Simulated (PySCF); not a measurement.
CH6OSSi, SMILES [SiH2](O)SC, singlet, PBE/def2-SVP optimised geometry.

```
10

C      1.63    -0.86     0.00
S     -0.20    -0.86     0.00
Si    -0.63     1.25     0.00
O     -0.62     2.03    -1.49
H      2.04    -0.16     0.75
H      2.04    -0.62    -1.00
H      1.95    -1.89     0.27
H      0.36     1.89     0.94
H     -2.04     1.36     0.47
H      0.26     2.12    -1.91
```

Density from PBE/def2-TZVP (PySCF) at that geometry.

Minimum of the electron density along straight lines between bonded atoms, close to the bond critical point (lines longer than 1.1 times the sum of covalent radii, or with two minima, are not listed):

| bond | length / Å | ρ at the minimum / e bohr⁻³ | ∇²ρ there / e bohr⁻⁵ | position (fraction from the first atom) |
|---|---|---|---|---|
| C1–S2 | 1.839 | 0.168 | -0.23 | 0.47 |
| S2–Si3 | 2.154 | 0.099 | ___ | 0.64 |
| Si3–O4 | 1.682 | 0.129 | ___ | 0.41 |
| C1–H5 | 1.108 | 0.268 | -0.88 | 0.65 |
| C1–H6 | 1.107 | 0.268 | -0.88 | 0.65 |
| C1–H7 | 1.107 | 0.268 | -0.88 | 0.65 |
| Si3–H8 | 1.510 | 0.118 | 0.10 | 0.49 |
| Si3–H9 | 1.494 | 0.122 | ___ | 0.49 |
| O4–H10 | 0.973 | 0.345 | -2.24 | 0.80 |

Question: Fill in the missing entries.

Answer: 
- S2–Si3, ∇²ρ there / e bohr⁻⁵: 0.06
- Si3–O4, ∇²ρ there / e bohr⁻⁵: 0.68
- Si3–H9, ∇²ρ there / e bohr⁻⁵: 0.11
